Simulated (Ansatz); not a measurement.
H₆PSi, SMILES [SiH3][PH3+], charge +1.

The structure is a stationary point at B3LYP-D3(BJ)/def2-TZVP. The isomer is the one that the SMILES or the coordinates give; other isomers of the formula were not compared.

Two levels are set side by side: PBE/def2-TZVPD (Ansatz, a program for electronic structure) and CAM-B3LYP/def2-TZVPD (Ansatz). Energy differences of separate SCF runs at the same geometry; the states with an electron removed or added have multiplicity 2 and 2. Differences are taken from unrounded values.

| quantity | PBE |
|---|---|
| vertical ionisation energy (eV) | 17.47 |
| vertical electron affinity (eV) | 4.13 |
| vertical singlet–triplet gap (eV) | 7.26 |

Q: These are the PBE values. What does CAM-B3LYP give? (Estimate from the structure and the level; the computed values follow.)

A: 
```csv
quantity,CAM-B3LYP,PBE minus CAM-B3LYP
vertical ionisation energy (eV),17.95,-0.48
vertical electron affinity (eV),3.83,0.30
vertical singlet–triplet gap (eV),7.67,-0.41
```
